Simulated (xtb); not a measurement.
ammonia (H$_{3}$N), singlet, geometry from GFN2-xTB, atoms displaced at random by about 0.02 Å a coordinate. Base run: xtb with GFN1-xTB.

Here is a job for xtb.
```
$ xtb mol.xyz --gfn 1 --opt --json

# file mol.xyz
4

N      0.02093318     0.03642154     0.12708184
H      0.01991913     0.93492265    -0.26123489
H      0.79837595    -0.52099016    -0.21368087
H     -0.80985012    -0.46347726    -0.26013554
```

The base run was repeated with changes; each row names its change, and settings that it needs were set with it.

```csv
change,ΔE vs base (kcal/mol),optimiser steps
base,0.000,5
opt level = sloppy,0.000,4
engine = inertial,0.002,-
engine = lbfgs,0.000,-
opt level = vtight,0.000,7
opt level = lax,0.000,4
opt level = loose,0.000,4
opt level = crude,0.005,3
opt level = tight,0.000,5
opt level = extreme,0.000,7
```
